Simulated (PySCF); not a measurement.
## Simulated absorption spectrum

C₇H₆ClF.
SMILES with atom numbers: `[F:1][C:2]1=[CH:3][C@@H:4]2[CH2:5][C@H:6]1[CH:7]=[C:8]2[Cl:9]` (hydrogens: H10 on C3; H11 on C4; H12, H13 on C5; H14 on C6; H15 on C7)

Geometry (PBE0-D3(BJ)/def2-SVP, Å), atoms numbered from 1 in this order:
```
atom  x, y, z in Å
F1    -0.547    2.008    1.530
C2     0.526    1.664    0.841
C3     1.212    2.371   -0.058
C4     2.401    1.474   -0.426
C5     1.711    0.091   -0.369
C6     1.225    0.328    1.081
C7     2.577    0.636    1.744
C8     3.270    1.321    0.830
Cl9    4.818    2.036    0.972
H10    1.043    3.392   -0.396
H11    2.947    1.743   -1.339
H12    2.412   -0.752   -0.452
H13    0.891   -0.007   -1.096
H14    0.609   -0.442    1.562
H15    2.856    0.401    2.770
```

Level of theory: PySCF 2.14.0, density-fitted response routines, TDDFT PBE0/def2-SVPD, vertical, gas phase, core orbitals frozen in the response.

Broadening: Gaussians 0.5 eV wide at half height, area fixed by f = 4.319×10⁻⁹ ∫ε dν̃. The width is an assumption, not a result. The curve ends short of the highest state used, and states not computed would add to its high-energy end.

```csv
λ (nm),ε (L mol⁻¹ cm⁻¹)
201.4,1475
203.2,1122
205.0,886
206.8,762
208.6,741
210.4,807
212.2,941
214.0,1117
215.8,1305
217.6,1476
219.4,1602
221.2,1665
223.0,1657
224.8,1581
226.6,1448
228.4,1276
230.2,1086
232.0,896
233.8,722
235.6,572
237.4,452
239.2,363
241.0,302
242.8,264
244.6,245
246.4,238
248.2,239
250.0,242
251.8,245
253.6,245
255.4,241
257.2,232
259.0,219
260.8,202
262.6,182
264.4,161
266.2,140
268.0,119
269.8,99
271.6,81
273.4,65
275.2,51
277.0,40
278.8,31
280.6,23
282.4,17
284.2,13
286.0,9
287.8,7
289.6,5
291.4,3
293.2,2
295.0,2
296.8,1
298.6,1
300.4,0
```

(1) Locate the maxima and give the states behind the curve.

(2) Coming from long wavelengths, where does ε first pass 100 L mol⁻¹ cm⁻¹?

(3) On this curve, what absorbance would a 10⁻⁴ mol/L sample give at 222 nm over a 1 cm path?

## Answers

(1) 253 nm (4.91 eV), ε about 250, made up of S1 (96%) (hardly more than a shoulder); 222 nm (5.59 eV), ε about 1700, made up of S2 (99%) (ε in L mol⁻¹ cm⁻¹; maxima over ε = 5, shares over 10%). At its high-energy end, 6.16 eV, the curve is still rising (ε about 1500, from S3, S4 and S5). The states used: S1 4.88 eV (f 0.0044); S2 5.58 eV (f 0.031); S3 6.13 eV (f 0.0044); S4 6.40 eV (f 0.031); S5 6.63 eV (f 0.071); S6 6.76 eV (f 0.0065).

(2) At about 270 nm (4.60 eV), 0.28 eV below S1.

(3) 222 nm is 5.585 eV, where ε is about 1700 L mol⁻¹ cm⁻¹, so A = ε c l ≈ 0.17 (Beer–Lambert, with the gas-phase spectrum and the assumed width).
